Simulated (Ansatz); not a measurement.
Ansatz (a first-principles code) input (B3LYP/6-31G* with LANL2DZ past Ar): The .json file joins the Basis Set Exchange's 6-31G* for atoms up to Ar and LANL2DZ past it.

Ansatz 0.2 input:
```yaml
crystal:
  periodic: [false, false, false]
  atoms:
    - {symbol: B, position_ang: [-0.00000000, -0.00000000, -1.54758574]}
    - {symbol: Br, position_ang: [0.00000000, 0.00000000, 0.22108368]}
basis:
  gaussian:
    orbitals: 6-31Gs+LANL2DZ.json
hamiltonian:
  xc: {name: B3LYP}
total_charge: 1
magnetization: {spin_polarized: true, initial_magnetization: 1}
phonons: {temperatures: {t_min: 298.15, t_max: 298.15, t_step: 100}}
```

Output:

```
Functional definition: B3LYP
integrals: 0.00 GiB planned
300 factors; integrals over basis functions are off by at most 3.7e-4 eV
mean field: 0.07 GiB planned
mean field evaluation 1: about -1020.8383 eV, gradient 1.4e1 eV
mean field evaluation 2: about -1011.8683 eV, gradient 4.1e1 eV
mean field evaluation 4: about -1022.6350 eV, gradient 4.2e-1 eV
mean field evaluation 8: about -1022.6370 eV, gradient 1.3e-2 eV
mean field -1022.63698543 eV, -37.5812160465 hartree, gradient 1.4e-5 eV, S^2 0.757288; 0 other end points of the search recorded, 0 dependent functions left out
the calculation of the forces begins
reference -1022.63713396 eV, -37.5812215049 hartree; 6, 5 occupied and 17, 18 virtual orbitals, 300 factors
these checks for a lower state are left out or cut short: stability, starts, cluster_reference, orbital_swaps, neighbouring_geometries, increment
integrals: 0.00 GiB planned
300 factors; integrals over basis functions are off by at most 3.7e-4 eV
mean field: 0.07 GiB planned
mean field evaluation 16: about -1022.6370 eV, gradient 5.1e-2 eV
mean field -1022.63698543 eV, -37.5812160464 hartree, gradient 4.3e-7 eV, S^2 0.757288; 0 other end points of the search recorded, 0 dependent functions left out
the calculation of the forces begins
reference -1022.63713396 eV, -37.5812215048 hartree; 6, 5 occupied and 17, 18 virtual orbitals, 300 factors
these checks for a lower state are left out or cut short: stability, starts, cluster_reference, orbital_swaps, neighbouring_geometries, increment
integrals: 0.00 GiB planned
300 factors; integrals over basis functions are off by at most 3.7e-4 eV
mean field: 0.07 GiB planned
mean field -1022.63698543 eV, -37.5812160464 hartree, gradient 4.3e-7 eV, S^2 0.757288; 0 other end points of the search recorded, 0 dependent functions left out
the calculation of the forces begins
reference -1022.63713396 eV, -37.5812215048 hartree; 6, 5 occupied and 17, 18 virtual orbitals, 300 factors
these checks for a lower state are left out or cut short: stability, starts, cluster_reference, orbital_swaps, neighbouring_geometries, increment
integrals: 0.00 GiB planned
300 factors; integrals over basis functions are off by at most 3.7e-4 eV
mean field: 0.07 GiB planned
mean field evaluation 32: about -1022.6370 eV, gradient 6.0e-5 eV
mean field -1022.63698543 eV, -37.5812160464 hartree, gradient 4.3e-7 eV, S^2 0.757288; 0 other end points of the search recorded, 0 dependent functions left out
the calculation of the forces begins
reference -1022.63713396 eV, -37.5812215048 hartree; 6, 5 occupied and 17, 18 virtual orbitals, 300 factors
these checks for a lower state are left out or cut short: stability, starts, cluster_reference, orbital_swaps, neighbouring_geometries, increment
integrals: 0.00 GiB planned
300 factors; integrals over basis functions are off by at most 3.7e-4 eV
mean field: 0.07 GiB planned
mean field -1022.63698543 eV, -37.5812160464 hartree, gradient 4.3e-7 eV, S^2 0.757288; 0 other end points of the search recorded, 0 dependent functions left out
the calculation of the forces begins
reference -1022.63713396 eV, -37.5812215048 hartree; 6, 5 occupied and 17, 18 virtual orbitals, 300 factors
these checks for a lower state are left out or cut short: stability, starts, cluster_reference, orbital_swaps, neighbouring_geometries, increment
integrals: 0.00 GiB planned
300 factors; integrals over basis functions are off by at most 3.6e-4 eV
mean field: 0.07 GiB planned
mean field -1022.63689660 eV, -37.5812127817 hartree, gradient 1.5e-6 eV, S^2 0.757271; 0 other end points of the search recorded, 0 dependent functions left out
the calculation of the forces begins
reference -1022.63704512 eV, -37.5812182399 hartree; 6, 5 occupied and 17, 18 virtual orbitals, 300 factors
these checks for a lower state are left out or cut short: stability, starts, cluster_reference, orbital_swaps, neighbouring_geometries, increment
integrals: 0.00 GiB planned
300 factors; integrals over basis functions are off by at most 3.7e-4 eV
mean field: 0.07 GiB planned
mean field -1022.63689586 eV, -37.5812127548 hartree, gradient 1.8e-6 eV, S^2 0.757304; 0 other end points of the search recorded, 0 dependent functions left out
the calculation of the forces begins
reference -1022.63704440 eV, -37.5812182134 hartree; 6, 5 occupied and 17, 18 virtual orbitals, 300 factors
these checks for a lower state are left out or cut short: stability, starts, cluster_reference, orbital_swaps, neighbouring_geometries, increment
integrals: 0.00 GiB planned
300 factors; integrals over basis functions are off by at most 3.7e-4 eV
mean field: 0.07 GiB planned
mean field -1022.63698543 eV, -37.5812160464 hartree, gradient 4.3e-7 eV, S^2 0.757288; 0 other end points of the search recorded, 0 dependent functions left out
the calculation of the forces begins
reference -1022.63713396 eV, -37.5812215048 hartree; 6, 5 occupied and 17, 18 virtual orbitals, 300 factors
these checks for a lower state are left out or cut short: stability, starts, cluster_reference, orbital_swaps, neighbouring_geometries, increment
integrals: 0.00 GiB planned
300 factors; integrals over basis functions are off by at most 3.7e-4 eV
mean field: 0.07 GiB planned
mean field evaluation 64: about -1022.6373 eV, gradient 5.3e-2 eV
mean field -1022.63698543 eV, -37.5812160464 hartree, gradient 4.3e-7 eV, S^2 0.757288; 0 other end points of the search recorded, 0 dependent functions left out
the calculation of the forces begins
reference -1022.63713396 eV, -37.5812215048 hartree; 6, 5 occupied and 17, 18 virtual orbitals, 300 factors
these checks for a lower state are left out or cut short: stability, starts, cluster_reference, orbital_swaps, neighbouring_geometries, increment
integrals: 0.00 GiB planned
300 factors; integrals over basis functions are off by at most 3.7e-4 eV
mean field: 0.07 GiB planned
mean field -1022.63698543 eV, -37.5812160464 hartree, gradient 4.3e-7 eV, S^2 0.757288; 0 other end points of the search recorded, 0 dependent functions left out
the calculation of the forces begins
reference -1022.63713396 eV, -37.5812215048 hartree; 6, 5 occupied and 17, 18 virtual orbitals, 300 factors
these checks for a lower state are left out or cut short: stability, starts, cluster_reference, orbital_swaps, neighbouring_geometries, increment
integrals: 0.00 GiB planned
300 factors; integrals over basis functions are off by at most 3.7e-4 eV
mean field: 0.07 GiB planned
mean field -1022.63698543 eV, -37.5812160464 hartree, gradient 4.3e-7 eV, S^2 0.757288; 0 other end points of the search recorded, 0 dependent functions left out
the calculation of the forces begins
reference -1022.63713396 eV, -37.5812215048 hartree; 6, 5 occupied and 17, 18 virtual orbitals, 300 factors
these checks for a lower state are left out or cut short: stability, starts, cluster_reference, orbital_swaps, neighbouring_geometries, increment
integrals: 0.00 GiB planned
300 factors; integrals over basis functions are off by at most 3.7e-4 eV
mean field: 0.07 GiB planned
mean field -1022.63689586 eV, -37.5812127548 hartree, gradient 1.8e-6 eV, S^2 0.757304; 0 other end points of the search recorded, 0 dependent functions left out
the calculation of the forces begins
reference -1022.63704440 eV, -37.5812182134 hartree; 6, 5 occupied and 17, 18 virtual orbitals, 300 factors
these checks for a lower state are left out or cut short: stability, starts, cluster_reference, orbital_swaps, neighbouring_geometries, increment
integrals: 0.00 GiB planned
300 factors; integrals over basis functions are off by at most 3.6e-4 eV
mean field: 0.07 GiB planned
mean field evaluation 96: about -1022.6369 eV, gradient 1.5e-6 eV
mean field -1022.63689660 eV, -37.5812127817 hartree, gradient 1.5e-6 eV, S^2 0.757271; 0 other end points of the search recorded, 0 dependent functions left out
the calculation of the forces begins
reference -1022.63704512 eV, -37.5812182399 hartree; 6, 5 occupied and 17, 18 virtual orbitals, 300 factors
Total energy: -1022.63713396 eV, -37.5812215049 hartree
Atom 0 at    -0.000000    -0.000000    -1.547586 Å, force     0.000000    -0.000000     0.000309 eV/Å
Atom 1 at     0.000000     0.000000     0.221084 Å, force    -0.000000     0.000000    -0.000309 eV/Å
Dipole moment:    -0.000000    -0.000000    -0.771640 e Å
Vibrations: 902.90 cm⁻¹, zero-point energy 0.055973 eV
```

The blocks after the first are displaced geometries, from whose forces the wavenumbers follow.

The dipole moment of an ion depends on the origin.
